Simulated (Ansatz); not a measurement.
A structure relaxed at r2SCAN-D4/def2-TZVP in Ansatz, charge 0, quartet:

```tsv
atom	x (Å)	y (Å)	z (Å)
Cr1	0.0053	-0.0082	0.0001
F2	0.5941	0.3801	-1.5745
F3	0.8411	0.5612	1.3980
F4	-1.4404	-0.9331	0.1765
```

Q: Give its formula, name or SMILES and point group.

A: CrF3. Point group D3h (tolerance 0.1 Å).

Q: Summarise the bond lengths by kind (pairs closer than 1.2 times the sum of covalent radii, bridged metal pairs left out).

A: 3 × Cr–F 1.73 Å. The metal has 3 neighbours: F 1.73 Å, F 1.73 Å, F 1.73 Å.
